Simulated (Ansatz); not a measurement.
CH8N2Si2 can be A, `N[SiH2]N1C[SiH2]1`, or B, `[SiH3]/N=C\N[SiH3]`.

Computed with Ansatz on PBE0-D4/def2-TZVP structures; ΔE is electronic, products minus reactants. CCSD(T)/CBS is the MP2 limit (def2-TZVPP, def2-QZVPP) plus CCSD(T) − MP2 in def2-TZVPP, frozen cores. Functionals use def2-TZVPP. One conformer a species, not always the lowest.

Task: Which isomer does CCSD(T)/CBS put lower? Give the gap. (An estimate is asked.)

Result: Computed: A, by 32.8 kJ/mol.

Task: Give E(B) − E(A) in kJ/mol with PBE-D4, B2PLYP, r2SCAN-D4, HF/def2-TZVPP, CCSD(T)/def2-TZVPP, MP2/def2-TZVPP, BLYP-D4. (An estimate is asked.)

Result: Ansatz gave: PBE-D4 18.2, B2PLYP 20.0, r2SCAN-D4 23.0, HF/def2-TZVPP 3.8, CCSD(T)/def2-TZVPP 26.6, MP2/def2-TZVPP 37.5, BLYP-D4 -0.3. None reverses the order clearly.

Task: Does the order hold for the free energy at 298.15 K (harmonic terms from PBE0-D4)? (An estimate is asked.)

Result: Computed: Yes: G(B) − G(A) = +23.3 kJ/mol, for one conformer each. Modes under 60 cm⁻¹, often nearly free rotors, make the harmonic entropy too high.

Largest T1 diagnostic: 0.014.

At CCSD(T), def2-SVP lies −42.1 kJ/mol from the extrapolated value and def2-TZVPP −6.2 kJ/mol. From r2SCAN to r2SCAN0 (25 % exact exchange), in def2-TZVPP and without D4, E(B) − E(A) moves by +7.5 kJ/mol.
